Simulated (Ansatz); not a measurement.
Potential energy curve for BO, doublet.

UKS-PBE = unrestricted PBE/cc-pVQZ in Ansatz (an electronic-structure program); UKS-B3LYP = unrestricted B3LYP/cc-pVQZ (Ansatz); UCCSD(T) = Ansatz with CCSD(T) on UHF/cc-pVQZ, frozen core.

Energies relative to the lowest point of each curve near equilibrium, in kcal/mol; the last columns give the difference from UCCSD(T):

```
R / Å  UKS-PBE  UKS-B3LYP  UCCSD(T)  UKS-PBE − UCCSD(T)  UKS-B3LYP − UCCSD(T)
-----  -------  ---------  --------  ------------------  --------------------
0.92     161.1      154.1     160.8                 0.3                  -6.8
0.95     120.2      113.9     119.6                 0.6                  -5.7
1.03      47.7       43.3      46.8                 0.9                  -3.5
1.09      18.6       15.8      17.8                 0.8                  -2.1
1.12       9.9        7.8       9.2                 0.6                  -1.4
1.19       0.4        0.1       0.3                 0.2                  -0.2
1.20       0.1        0.0       0.0                 0.1                   0.0
1.22       0.0        0.4       0.1                -0.1                   0.3
1.28       3.7        5.5       4.3                -0.6                   1.2
1.34      11.8       14.9      13.0                -1.2                   1.9
1.40      22.6       27.0      24.6                -2.0                   2.4
1.48      39.5       45.3         —                   —                     —
1.63      73.1       80.3         —                   —                     —
1.83     110.2      108.8         —                   —                     —
1.97     124.2      123.3         —                   —                     —
2.12     137.8      137.6         —                   —                     —
2.42     160.3      160.8         —                   —                     —
2.63     172.2      171.5         —                   —                     —
2.93     184.2      180.6         —                   —                     —
3.24     192.0      186.0         —                   —                     —
3.56     196.5      189.5         —                   —                     —
4.24     201.0      193.1         —                   —                     —
4.77     202.6      194.3         —                   —                     —
```

UKS-PBE is furthest from UCCSD(T) at 1.40 (-2.0 kcal/mol, below); its mean absolute difference over the points is 0.7 kcal/mol.

UKS-B3LYP is furthest from UCCSD(T) at 0.92 (-6.8 kcal/mol, below); its mean absolute difference over the points is 2.3 kcal/mol.

A dash means that the run gave no value there, or that the column was ended at a point which the program doubted or which failed a test of continuity chosen for this set; such a test can also cut sound points.

The unrestricted determinant behind UKS-PBE is spin-contaminated at 2.42 to 4.77 Å (<S²> up to 1.6, against 0.75 for a pure doublet). The unrestricted determinant behind UKS-B3LYP is spin-contaminated at 2.42 to 4.77 Å (<S²> up to 1.7, against 0.75 for a pure doublet). The unrestricted determinant behind UCCSD(T) is spin-contaminated at 1.34 to 4.77 Å (<S²> up to 1.8, against 0.75 for a pure doublet).
